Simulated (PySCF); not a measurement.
CAlCl₂F₃, SMILES F[C](F)(F)[Al]([Cl])[Cl].

Coordinates come from a PBE0-D3(BJ)/def2-SVP optimisation. The structure was generated by enumeration; whether it is a known compound was not checked.

Two levels are set side by side: TDA-PBE/def2-SVPD (PySCF) and TDA-M06-2X/def2-SVPD (PySCF). Vertical, same geometry. The lowest singlet is HOMO→LUMO 97 % with PBE and HOMO→LUMO 96 % with the other functional; states are paired by order. Differences are taken from unrounded values.

```json
[
 {"quantity": "lowest singlet excitation (eV)", "TDA-M06-2X": "6.39"},
 {"quantity": "lowest triplet excitation (TDA) (eV)", "TDA-M06-2X": "5.80"},
 {"quantity": "first bright state (f over 0.05) (eV)", "TDA-M06-2X": "7.34"},
 {"quantity": "its oscillator strength", "TDA-M06-2X": "0.05"}
]
```

Q: What does TDA-PBE give, and how far is it from TDA-M06-2X? (Estimate from the structure and the level; the computed values follow.)

A: 
```csv
quantity,TDA-PBE,TDA-PBE minus TDA-M06-2X
lowest singlet excitation (eV),5.55,-0.83
lowest triplet excitation (TDA) (eV),5.06,-0.75
first bright state (f over 0.05) (eV),6.29,-1.05
its oscillator strength,0.10,0.05
```

Functionals without exact exchange tend to place singlet excitations lower, as here. Differences between two approximate levels are no errors against the true value.

Rough cost on one machine, each run with all the roots and properties that it gave: TDA-M06-2X against TDA-PBE about 9 times.
